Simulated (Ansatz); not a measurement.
Program: Ansatz. Geometries: PBE0-D4/def2-TZVP. ΔE: electronic, gas phase. CCSD(T)/CBS is the MP2 limit (def2-TZVPP, def2-QZVPP) plus CCSD(T) − MP2 in def2-TZVPP, frozen cores. This one scheme is used for every species. Functionals use def2-TZVPP. For Ge outer-core shells are correlated without core-valence functions, which leaves a few kJ/mol of doubt a bond. Scalar relativity is left out up to krypton.

`F[SiH]([SiH3])[GeH3]` + H₂ → `[SiH3][SiH2][GeH3]` + H–F  (hydrogenolysis of the Si–F bond)

`F[SiH]([SiH3])[GeH3]`:

```xyz
11

F    -0.076    1.672   -1.598
Si    0.345    0.863   -0.268
Si   -1.528    0.610    1.118
Ge    1.258   -1.248   -0.897
H     1.388    1.668    0.426
H    -2.108    1.924    1.501
H    -1.089   -0.107    2.347
H    -2.566   -0.204    0.433
H     0.202   -2.098   -1.621
H     1.696   -1.996    0.374
H     2.479   -1.084   -1.816
```

H₂:

```xyz
2

H    -0.065   -0.007    0.367
H     0.065    0.007   -0.367
```

`[SiH3][SiH2][GeH3]`:

Cartesian coordinates in Å:
```
Si -1.124 0.517 -1.533
Si 0.890 0.168 -0.398
Ge 0.472 -0.633 1.803
H -0.887 1.018 -2.913
H -1.948 1.514 -0.797
H -1.883 -0.760 -1.611
H 1.654 1.444 -0.321
H 1.719 -0.826 -1.134
H -0.307 -1.958 1.747
H -0.371 0.387 2.588
H 1.784 -0.871 2.569
```

H–F:

```xyz
2

F     0.038    0.455   -0.059
H    -0.038   -0.455    0.059
```

Is it downhill or uphill in electronic energy at CCSD(T)/CBS, and by how much? (An estimate is asked.)

Ansatz gave: Uphill: ΔE = +88.4 kJ/mol.

What do these levels give: PBE-D4, B97M-V, SCS-MP2/def2-TZVPP, MP2/def2-QZVPP, SCS-MP2/def2-QZVPP, HF/CBS(def2)? (An estimate is asked.)

Ansatz gave: PBE-D4 86.0, B97M-V 95.2, SCS-MP2/def2-TZVPP 90.4, MP2/def2-QZVPP 91.2, SCS-MP2/def2-QZVPP 92.9, HF/CBS(def2) 93.5 kJ/mol.

Largest T1 diagnostic among the species: 0.013.

At CCSD(T), def2-SVP lies −17.1 kJ/mol from the extrapolated value and def2-TZVPP −3.3 kJ/mol. From BLYP to BHLYP (50 % exact exchange), in def2-TZVPP and without D4, ΔE moves by −3.5 kJ/mol.
